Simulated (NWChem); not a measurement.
1,1,1,2-tetrafluoroethane (C2H2F4); SMILES FCC(F)(F)F

```xyz
8

F     -0.1347     1.9478     0.0035
C      0.7450     0.9147    -0.0069
C     -0.0034    -0.4008    -0.0002
F     -0.7636    -0.5272     1.0841
F     -0.7875    -0.5245    -1.0676
F      0.8790    -1.4036    -0.0113
H      1.3896     0.9516     0.8858
H      1.3707     0.9534    -0.9129
```
Atoms are numbered in this order, from 1.

All runs: NWChem. Pople sets run with spherical d functions. STO-3G and 3-21G are far too small for this property and stand as cheap habits. Coordinates come from a PBE0/def2-SVP optimisation. GIAO values for the isolated, static molecule; σ is the absolute isotropic shielding, δ = σ(reference) − σ with the isolated reference molecule computed at the same levels (13C: tetramethylsilane, 19F: trichlorofluoromethane, 1H: tetramethylsilane).

For level Hartree-Fock/STO-3G:

```yaml
"δ F1 (ppm)": -101.2
"δ C2 (ppm)": 51.6
"δ C3 (ppm)": 90.2
"δ F4 (rotor mean) (ppm)": -63.7
"δ H7 (ppm)": 2.31
```

How do the values read with level B3LYP/6-311G** instead?


| Item | Result |
|---|---|
| δ F1 (ppm) | -272.1 |
| δ C2 (ppm) | 81.0 |
| δ C3 (ppm) | 126.9 |
| δ F4 (rotor mean) (ppm) | -101.8 |
| δ H7 (ppm) | 4.36 |
